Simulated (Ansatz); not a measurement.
Basis-set extrapolation for `CS[SiH](N)Cl` (PBE0-D4/def2-TZVP geometry, frozen core, Ansatz 0.2.0). Multiplicity 1, RHF reference.

```
                       def2-TZVPP    def2-QZVPP
                 HF  -1241.972150  -1242.010078
    MP2 correlation     -0.877241     -0.950120
CCSD(T) correlation     -0.975118       not run
```

Energies in hartree. Use E(X) = E(∞) + A·exp(−7.88·√X) for Hartree–Fock and E(X) = E(∞) + B·X^(−2.97) for correlation, with X = 3 and 4, and add CCSD(T) minus MP2 of the smaller set to the MP2 limit.

Question: What is the CCSD(T) energy at the basis-set limit?

Answer: HF limit: -1242.010078 + (-0.037928) × 0.13774 = -1242.01530. MP2 limit: -0.950120 + (-0.072879) × 0.74074 = -1.00410. Higher-order term: -0.975118 − (-0.877241) = -0.09788. Total: -1243.11728 hartree, 4.63 eV below CCSD(T)/def2-TZVPP.
